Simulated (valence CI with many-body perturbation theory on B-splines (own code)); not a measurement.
**Pt XXX: calculated level list**

Calculated by configuration interaction combined with many-body perturbation theory (CI+MBPT): three valence electrons over a frozen Dirac-Fock core [Kr] 4d10, radial functions for each j: 7 s, 7 p, 7 d, 7 f, 4 g, 2 h, with the one-electron correlation potential Σ1, the two-electron term Σ2, the three-electron term Σ3, Breit, model QED; selected CI, second order for the rest, scaled by the run's own slope (own B-spline code, finite nucleus).

The last digits are not significant, and no measured levels were compared; by estimate large intervals hold to a few tenths of a per cent, small ones and those within an open d or f shell to about a per cent. Excitations out of the core, of the other parity, are not computed and may begin above about 180 eV (a cautious bound); beyond it only levels of the ground parity were kept, without lifetimes.

Levels 91 to 128 of 128, with energies above the lowest level, (4f5/2^3) J=9/2. "Leading %" is the weight of the configuration and term that name the level; weights of strongly mixed levels are sums over their largest components and can fall short. In the jj column 3d3/2^4 stands for four electrons in 3d with j = 3/2.

```
No.  Configuration  Term     J  E (eV)  Leading %                Leading jj  Second component
 91         4f2.5p   4F°   5/2  256.00         44      4f5/2^2 5p3/2 (80 %)   12 % 4f2.5p 4D°
 92         4f2.5p   4G°   9/2  256.40         39  4f5/2 4f7/2 5p3/2 (99 %)   31 % 4f2.5p 2H°
 93         4f2.5p   4H°  11/2  256.68         40  4f5/2 4f7/2 5p3/2 (92 %)   29 % 4f2.5p 2I°
 94         4f2.5p   4I°  13/2  257.44         70  4f5/2 4f7/2 5p3/2 (95 %)   16 % 4f2.5p 4H°
 95         4f2.5p   4G°   7/2  258.08         43  4f5/2 4f7/2 5p3/2 (99 %)   27 % 4f2.5p 2G°
 96         4f2.5p   4G°  11/2  258.31         46  4f5/2 4f7/2 5p3/2 (86 %)   19 % 4f2.5p 2H°
 97         4f2.5p   4D°   3/2  258.71         52  4f5/2 4f7/2 5p3/2 (98 %)   39 % 4f2.5p 2D°
 98         4f2.5p   2F°   7/2  258.72         37  4f5/2 4f7/2 5p3/2 (94 %)   24 % 4f2.5p 2G°
 99         4f2.5p   2G°   9/2  258.98         34  4f5/2 4f7/2 5p3/2 (97 %)   31 % 4f2.5p 4F°
100         4f2.5p   2F°   5/2  259.07         40  4f5/2 4f7/2 5p3/2 (97 %)   35 % 4f2.5p 4D°
101         4f2.5p   4G°   9/2  259.44         50  4f5/2 4f7/2 5p3/2 (96 %)   40 % 4f2.5p 2G°
102         4f2.5p   2F°   5/2  259.76         48  4f5/2 4f7/2 5p3/2 (92 %)   16 % 4f2.5p 2D°
103         4f2.5p   2G°   7/2  260.33         39  4f5/2 4f7/2 5p3/2 (96 %)   31 % 4f2.5p 4F°
104         4f2.5p   2I°  13/2  260.68         53  4f5/2 4f7/2 5p3/2 (58 %)   41 % 4f2.5p 4H°
105         4f2.5p   4I°  15/2  260.94         92      4f7/2^2 5p3/2 (60 %)    8 % 4f2.5p 2K°
106         4f2.5p   2H°  11/2  261.01         46  4f5/2 4f7/2 5p3/2 (63 %)   37 % 4f2.5p 4G°
107         4f2.5p   2P°   1/2  262.23         35  4f5/2 4f7/2 5p3/2 (89 %)   31 % 4f2.5p 2S°
108         4f2.5p   4S°   3/2  262.47         36  4f5/2 4f7/2 5p3/2 (56 %)   25 % 4f2.5p 4P°
109         4f2.5p   2G°   9/2  262.58         58      4f7/2^2 5p3/2 (75 %)   18 % 4f2.5p 4G°
110         4f2.5p   4D°   7/2  263.57         41  4f5/2 4f7/2 5p3/2 (85 %)   38 % 4f2.5p 2F°
111         4f2.5p   2H°  11/2  263.93         47      4f7/2^2 5p3/2 (92 %)   42 % 4f2.5p 4G°
112         4f2.5p   2F°   5/2  264.30         45      4f7/2^2 5p3/2 (89 %)   25 % 4f2.5p 2D°
113         4f2.5p   2P°   3/2  264.37         37      4f5/2^2 5p3/2 (50 %)   20 % 4f2.5p 2D°
114         4f2.5p   2I°  13/2  264.49         60      4f7/2^2 5p3/2 (52 %)   29 % 4f2.5p 2K°
115         4f2.5p   2G°   9/2  264.79         49      4f7/2^2 5p3/2 (75 %)   30 % 4f2.5p 4F°
116         4f2.5p   2D°   5/2  264.86         60  4f5/2 4f7/2 5p3/2 (77 %)   14 % 4f2.5p 4P°
117         4f2.5p   2F°   7/2  264.99         55      4f7/2^2 5p3/2 (94 %)   18 % 4f2.5p 4D°
118         4f2.5p   2D°   3/2  265.93         57  4f5/2 4f7/2 5p3/2 (84 %)   13 % 4f2.5p 4S°
119         4f2.5p   2H°  11/2  266.04         48      4f7/2^2 5p3/2 (57 %)   39 % 4f2.5p 2I°
120         4f2.5p   4D°   5/2  266.08         46  4f5/2 4f7/2 5p3/2 (94 %)   32 % 4f2.5p 4P°
121         4f2.5p   2P°   1/2  266.65         45  4f5/2 4f7/2 5p3/2 (50 %)   25 % 4f2.5p 4P°
122         4f2.5p   2K°  15/2  267.51         92  4f5/2 4f7/2 5p3/2 (60 %)    8 % 4f2.5p 4I°
123         4f2.5p   2H°   9/2  269.01         86  4f5/2 4f7/2 5p3/2 (52 %)    9 % 4f2.5p 2G°
124         4f2.5p   4D°   7/2  269.16         55      4f7/2^2 5p3/2 (94 %)   38 % 4f2.5p 2F°
125         4f2.5p   2P°   1/2  269.47         82  4f5/2 4f7/2 5p3/2 (52 %)    9 % 4f2.5p 4D°
126         4f2.5p   2P°   3/2  270.61         55      4f7/2^2 5p3/2 (77 %)   28 % 4f2.5p 2D°
127         4f2.5p   2D°   5/2  270.73         52      4f7/2^2 5p3/2 (92 %)   35 % 4f2.5p 4P°
128         4f2.5p   2P°   3/2  279.58         89      4f7/2^2 5p3/2 (86 %)
```

Where two levels of one J and parity lie close, their mixing, g and order are uncertain.
